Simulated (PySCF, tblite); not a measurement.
CH12O2Si4.
Cartesian coordinates in Å at the GFN2-xTB level; atoms count from 1:
```xyz
19
CH12O2Si4 angstrom
C     -3.0909    0.9263    0.1372
O     -2.9220   -0.4253    0.4112
Si    -2.1620   -1.5438   -0.5030
Si     0.0258   -0.8972   -0.8806
Si     0.9607    0.3318    0.8448
O      2.5208    0.6462    0.5105
Si     3.9825    0.6134   -0.1728
H     -3.7597    1.0668   -0.7167
H     -2.1332    1.4084   -0.0858
H     -3.5323    1.4002    1.0152
H     -2.9261   -1.7590   -1.7440
H     -2.3937   -2.6808    0.3804
H      0.8182   -2.1043   -1.1911
H      0.1224   -0.1339   -2.1481
H      0.3941    1.6741    1.0441
H      0.9939   -0.3428    2.1480
H      4.6936   -0.5316    0.3929
H      4.6018    1.8875    0.1823
H      3.7965    0.4732   -1.6170
```

Jobs on this species (19 atoms, 90 electrons) with PySCF (density fitting) and tblite. Hardware of each: one thread of an Arm Neoverse N1, no GPU, on a shared host. Times come from a shared host and carry two figures at best.

| level and settings | work | basis functions | SCF cycles | wall time |
| --- | --- | --- | --- | --- |
| PBE0/pcSseg-1 | shieldings, charges and field gradients, density and orbital grids written | 207 | ? | ? |
| GFN2-xTB | Hessian by finite differences | – | – | 1.8 s |
| GFN2-xTB | L-BFGS relaxation | – | – | 4.2 s |

Task: Fill in the missing figures.

Result: 
- PBE0/pcSseg-1; shieldings, charges and field gradients, density and orbital grids written: 87 s, 13 SCF cycles

Task: What do all jobs in the table cost together?

Result: About 93 s; the longest takes about 94 % of that, and about 48 times as long as the shortest.
